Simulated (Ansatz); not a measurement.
Reaction (substitution at a C–C bond): `C=C1C=C1C` + `[SH][GeH3]` → `C[S][GeH3]` + `C=C1C=C1`

Computed with Ansatz on PBE0-D4/def2-TZVP structures; ΔE is electronic, products minus reactants. CCSD(T)/CBS is the MP2 limit (def2-TZVPP, def2-QZVPP) plus CCSD(T) − MP2 in def2-TZVPP, frozen cores. Functionals use def2-TZVPP. B3LYP here is the variant with VWN-RPA as its local correlation; programs differ in this. For Ge outer-core shells are correlated without core-valence functions, which leaves a few kJ/mol of doubt a bond. Scalar relativity is left out up to krypton.

```tsv
level	ΔE (kcal/mol)	difference from CCSD(T)/CBS
PBE-D4	10.3	1.0
revPBE-D4	9.8	0.5
BLYP-D4	9.8	0.5
r2SCAN-D4	10.5	1.2
B3LYP-D4	10.3	1.0
r2SCAN0-D4	10.8	1.5
PBE	10.5	1.2
revPBE	10.3	1.0
PBE0	10.8	1.5
B3LYP	10.7	1.4
r2SCANh	10.6	1.3
CAM-B3LYP	10.9	1.6
LC-ωPBE	10.7	1.4
HF/def2-SVP	13.4	4.1
MP2/def2-SVP	12.9	3.6
HF/CBS(def2)	11.3	2.0
CCSD(T)/CBS	9.3	0
```

Largest T1 diagnostic among the species: 0.013.

Leaving LDA and LC-ωPBE aside and taking each functional with its dispersion term where it has one, the values, not all of them listed here, spread over 1.2 kcal/mol, from revPBE-D4 to B97M-V. LDA lies +1.3 kcal/mol from PBE without D4. In def2-TZVPP, CCSD(T) changes the Hartree–Fock value by −1.1 kcal/mol (the triples alone add −0.3 kcal/mol) and MP2 by −1.0 kcal/mol. At CCSD(T), def2-SVP lies +3.3 kcal/mol from the extrapolated value and def2-TZVPP +0.8 kcal/mol.
